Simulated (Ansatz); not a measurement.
Ansatz (a quantum-chemistry and plane-wave program) input (PBE/LANL2DZ): The .json file is the Basis Set Exchange's LANL2DZ.

Ansatz 0.2 input:
```yaml
crystal:
  periodic: [false, false, false]
  atoms:
    - {symbol: C, position_ang: [-2.40009200, 0.05728600, -0.06659200]}
    - {symbol: C, position_ang: [-0.95261000, 0.43390200, -0.06128400]}
    - {symbol: C, position_ang: [0.02922500, -0.44731700, 0.03867000]}
    - {symbol: Cl, position_ang: [1.71324200, -0.00833100, 0.04477500]}
    - {symbol: H, position_ang: [-2.88467900, 0.38879300, -0.98896900]}
    - {symbol: H, position_ang: [-2.92969000, 0.53712900, 0.76092200]}
    - {symbol: H, position_ang: [-2.53611800, -1.02106400, 0.02132000]}
    - {symbol: H, position_ang: [-0.70748400, 1.48728100, -0.14427300]}
    - {symbol: H, position_ang: [-0.12628700, -1.51373200, 0.12506800]}
basis:
  gaussian:
    orbitals: LANL2DZ.json
hamiltonian:
  xc: {name: PBE}
output: {forces: true}
```

Output:

```
Functional definition: PBE
integrals: 0.01 GiB planned
600 factors; integrals over basis functions are off by at most 6.0e-4 eV
mean field: 0.09 GiB planned
mean field evaluation 1: about -3583.3452 eV, gradient 5.9e1 eV
mean field evaluation 2: about -3567.8304 eV, gradient 9.1e1 eV
mean field evaluation 4: about -3593.0423 eV, gradient 1.3e1 eV
mean field evaluation 8: about -3593.4324 eV, gradient 5.1e-2 eV
mean field evaluation 16: about -3593.4324 eV, gradient 7.8e-6 eV
mean field -3593.43244878 eV, -132.0562067766 hartree, gradient 7.8e-6 eV, S^2 0.000000; 0 other end points of the search recorded, 0 dependent functions left out
the calculation of the forces begins
reference -3593.43247381 eV, -132.0562076964 hartree; 15, 15 occupied and 30, 30 virtual orbitals, 600 factors
Total energy: -3593.43247381 eV, -132.0562076964 hartree
Atom 0 at    -2.400092     0.057286    -0.066592 Å, force    -0.034207     0.028372    -0.003285 eV/Å
Atom 1 at    -0.952610     0.433902    -0.061284 Å, force    -0.893245     0.816343    -0.092176 eV/Å
Atom 2 at     0.029225    -0.447317     0.038670 Å, force    -0.270472    -1.194477     0.094297 eV/Å
Atom 3 at     1.713242    -0.008331     0.044775 Å, force     1.736210     0.424338     0.008689 eV/Å
Atom 4 at    -2.884679     0.388793    -0.988969 Å, force    -0.209823     0.122018    -0.375659 eV/Å
Atom 5 at    -2.929690     0.537129     0.760922 Å, force    -0.228195     0.182563     0.338574 eV/Å
Atom 6 at    -2.536118    -1.021064     0.021320 Å, force    -0.086246    -0.441895     0.035240 eV/Å
Atom 7 at    -0.707484     1.487281    -0.144273 Å, force     0.056698     0.481762    -0.039380 eV/Å
Atom 8 at    -0.126287    -1.513732     0.125068 Å, force    -0.070722    -0.419022     0.033701 eV/Å
Dipole moment:    -0.463309    -0.032562    -0.009157 e Å
```

The geometry given is a B3LYP-D3(BJ)/def2-TZVP minimum.
